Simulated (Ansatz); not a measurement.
CH6FNOSi can be A, `OCN[SiH2]F`, or B, `C[Si](N)(O)F`.

Isolated molecules relaxed with PBE0-D4/def2-TZVP in Ansatz; ΔE leaves out vibrations. CCSD(T)/CBS is the MP2 limit (def2-TZVPP, def2-QZVPP) plus CCSD(T) − MP2 in def2-TZVPP, frozen cores. Functionals use def2-TZVPP. B3LYP here is the variant with VWN-RPA as its local correlation; programs differ in this. Each species was taken in one conformer, which may not be the lowest.

A:

Z-matrix (Å, degrees):
```
C
N 1 1.436
O 1 1.406 2 114.1
H 1 1.098 2 107.7 3 124.1
H 1 1.092 2 110.6 3 -118.0
Si 2 1.700 1 124.9 3 -97.5
H 2 1.009 1 113.3 3 64.6
H 3 0.962 1 108.2 2 58.5
F 6 1.607 2 113.3 1 73.0
H 6 1.480 2 108.6 1 -43.4
H 6 1.479 2 108.4 1 -168.5
```

B:

```xyz
11

C    -0.995    1.095    0.119
Si    0.353   -0.113   -0.251
N    -0.015   -1.633    0.393
O     1.823    0.285    0.350
F     0.528   -0.108   -1.852
H    -1.957    0.739   -0.261
H    -0.792    2.058   -0.353
H    -1.090    1.252    1.195
H    -0.946   -2.011    0.388
H     0.688   -2.344    0.502
H     2.403    0.780   -0.230
```

(1) Which is lower in electronic energy at CCSD(T)/CBS, and by how much? (Estimate.)

(2) Give E(B) − E(A) in kJ/mol with LDA (SPW92), MP2/def2-TZVPP, CCSD(T)/def2-SVP, r2SCAN-D4, B3LYP, PBE-D4, B2PLYP. (Estimate.)

(3) Does the order hold for the free energy at 298.15 K (harmonic terms from PBE0-D4)? (An estimate is asked.)

Largest T1 diagnostic: 0.011.

## Answers

(1) Ansatz gave: B, by 266.2 kJ/mol.

(2) The calculation gave: LDA (SPW92) -248.6, MP2/def2-TZVPP -269.4, CCSD(T)/def2-SVP -218.2, r2SCAN-D4 -267.3, B3LYP -254.6, PBE-D4 -247.7, B2PLYP -260.8. None reverses the order clearly.

(3) Computed: Yes: G(B) − G(A) = -265.4 kJ/mol, for one conformer each. Modes under 60 cm⁻¹, often nearly free rotors, make the harmonic entropy too high.

From BLYP to BHLYP (50 % exact exchange), in def2-TZVPP and without D4, E(B) − E(A) moves by −15.3 kJ/mol. At CCSD(T), def2-SVP lies +48.0 kJ/mol from the extrapolated value and def2-TZVPP +6.1 kJ/mol.
